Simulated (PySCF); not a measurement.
W(NH)2(Br)(SH) (BrH3N2SW), SMILES [Br][W](=[NH])(=[NH])[SH], multiplicity 1.

Coordinates come from a PBE-D3(BJ)/def2-SVP optimisation. The spin state was assumed, not searched. The def2 effective core potentials stand for the cores of W; spin–orbit coupling is left out. Other conformers were not sampled.

Level of theory: PBE-D3(BJ)/def2-SVP run with PySCF.

Frequencies are harmonic and unscaled.

List the normal modes with their intensities. (Estimate from the structure and the level; the computed values follow.)


| mode | ν (cm⁻¹) | IR (km/mol) | moving atoms (share of kinetic energy) |
|---|---|---|---|
| 1 | 88 | 0.0 | S 53 %, Br 25 %, W 17 % |
| 2 | 136 | 1.4 | N 42 %, W 23 %, S 14 %, Br 11 %, H 9 % |
| 3 | 174 | 5.2 | N 59 %, H 21 %, S 11 %, Br 8 % |
| 4 | 189 | 11.4 | N 58 %, H 20 %, Br 12 %, S 8 % |
| 5 | 249 | 9.1 | Br 40 %, N 28 %, W 15 %, H 10 % |
| 6 | 287 | 8.0 | N 40 %, H 26 %, W 19 %, Br 15 % |
| 7 | 308 | 17.4 | H 81 %, N 11 % |
| 8 | 376 | 13.9 | S 75 %, W 18 % |
| 9 | 416 | 250.7 | H 86 %, N 14 % |
| 10 | 602 | 160.4 | H 74 %, N 24 % |
| 11 | 612 | 19.5 | H 91 % |
| 12 | 646 | 4.7 | H 85 %, N 12 % |
| 13 | 692 | 45.6 | H 73 %, N 26 % |
| 14 | 951 | 76.7 | N 81 %, W 10 %, H 9 % |
| 15 | 988 | 36.0 | N 87 % |
| 16 | 2598 | 2.5 | H 97 % |
| 17 | 3528 | 142.4 | H 92 % |
| 18 | 3537 | 161.4 | H 92 % |
